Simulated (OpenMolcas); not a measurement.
## N2+, P2+, As2+, Sb2+, Bi2+: ns² np down the group

```yaml
Program: OpenMolcas
Method: MS-CASPT2, IPEA 0.25 Eh, imaginary shift 0.1 Eh
Basis: ANO-RCC-VTZP
Scalar_Hamiltonian: DKH2, point nucleus
Spin-orbit_coupling: RASSI with atomic mean-field integrals over the reference wave functions, term energies averaged over their components
```

Active space for each ion: 3 electrons in 4 orbitals (s p); closed shells correlated by CASPT2: N2+ 1s; P2+ 2s 2p; As2+ 3d; Sb2+ 4d; Bi2+ 5d.

Computed levels in cm-1 above ²P°_1/2:

| Level | N2+ | P2+ | As2+ | Sb2+ | Bi2+ |
| --- | --- | --- | --- | --- | --- |
| ²P°_3/2 | 158 | 487 | 2620 | 5890 | 18230 |
| weight of ²P° in the lowest level (%) | 100 | 100 | 100 | 100 | 100 |

Measured, with the error of the calculation in %. Measured levels: N2+ from Moore, Selected Tables of Atomic Spectra, NSRDS-NBS 3, section 5; P2+ from Martin, Zalubas and Musgrove, J. Phys. Chem. Ref. Data 14, 751 (1985); As2+ from Moore, Atomic Energy Levels, vol. II, NSRDS-NBS 35 (1971 reprint of NBS Circular 467, 1952); Sb2+, Bi2+ from Moore, Atomic Energy Levels, vol. III, NSRDS-NBS 35 (1971 reprint of NBS Circular 467, 1958).

```csv
Level,N2+,P2+,As2+,Sb2+,Bi2+
²P°_3/2,174 (-9.2),559 (-12.9),2940 (-10.8),6576 (-10.5),20788 (-12.3)
```

The fine-structure level ²P°_3/2 changes by a factor of 115 from N2+ to Bi2+.

Over all roots computed the reference weight is 0.88 to 0.99 in P2+, 0.89 to 0.99 in As2+, 0.86 to 0.94 in Sb2+, 0.84 to 0.93 in Bi2+; the roots of lowest weight are the least certain, and an intruder state may touch them. Computed and measured levels are paired by configuration, term and J; levels that our copy of the source lacks, or whose pairing is in doubt (as where it misses far off the trend of its configuration), stay unpaired and out of the deviations. Levels of configurations outside the active space are missing.

° marks odd parity.
